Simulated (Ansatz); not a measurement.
```xyz
7

C     0.4094    1.5824   -1.0905
C     0.1573    0.6133   -0.4188
Si   -0.2105   -0.8738    0.5575
F    -0.7100   -0.4372    2.0085
H     0.6312    2.4422   -1.6811
H    -1.2936   -1.6429   -0.0915
H     1.0160   -1.6840    0.7160
```

Charge 0, multiplicity 1.

Task: List the PBE0/def2-TZVPP orbital energies in eV (Ansatz 0.2.0). (Best estimate.)

Result: Ansatz gave: Occupied: -1803.90, -673.86, -278.91, -278.38, -146.10, -100.81, -100.76, -100.73, -33.26, -21.47, -16.70, -15.24, -13.32, -12.85, -12.80, -10.84, -10.08, -8.80, -8.57. Lowest empty: -0.87, -0.24, 1.33, 1.71, 2.03, 2.28, 3.45, 3.77.
